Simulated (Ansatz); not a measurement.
Program: Ansatz. Geometries: PBE0-D4/def2-TZVP. ΔE: electronic, gas phase. CCSD(T)/CBS is the MP2 limit (def2-TZVPP, def2-QZVPP) plus CCSD(T) − MP2 in def2-TZVPP, frozen cores. This one scheme is used for every species, atoms too. Functionals use def2-TZVPP. B3LYP here is the variant with VWN-RPA as its local correlation; programs differ in this. Open shells (•) are unrestricted, without spin–orbit coupling. Spin–orbit coupling would lower the free atoms: a little for F. For Br outer-core shells are correlated without core-valence functions, so the limit isn't a true one: a few kJ/mol of doubt a bond, and 10 to 20 or more in all where bonds break to atoms. Scalar relativity is left out up to krypton.

Reaction (hydrogen abstraction from a C–H bond): `ClCBr` + F• → `Cl[CH]Br`• + H–F

| level | ΔE (kJ/mol) |
| --- | --- |
| PBE-D4 | -180.1 |
| revPBE-D4 | -167.5 |
| CAM-B3LYP-D4 | -158.1 |
| PBE0 | -156.3 |
| B3LYP | -158.3 |
| BHLYP | -127.1 |
| CCSD/def2-SVP | -121.1 |
| CCSD/def2-TZVPP | -141.5 |

Task: What does CCSD(T)/CBS give? (Best estimate.)

Result: Computed: -158.4 kJ/mol. The listed levels differ from it by -21.7, -9.1, 0.3, 2.1, 0.1, 31.3, 37.3, 16.9 kJ/mol.

Largest T1 diagnostic among the species: 0.014.

From r2SCAN to r2SCAN0 (25 % exact exchange), in def2-TZVPP and without D4, ΔE moves by +17.8 kJ/mol. At CCSD(T), def2-SVP lies +35.7 kJ/mol from the extrapolated value and def2-TZVPP +11.3 kJ/mol. Leaving LDA and LC-ωPBE aside and taking each functional with its dispersion term where it has one, the values, not all of them listed here, spread over 54.0 kJ/mol, from PBE-D4 to BHLYP-D4. LDA lies −43.0 kJ/mol from PBE without D4.

CCSD(T)/CBS has its own doubt, a few kJ/mol and more with outer-core shells, so smaller differences from it don't rank the levels.
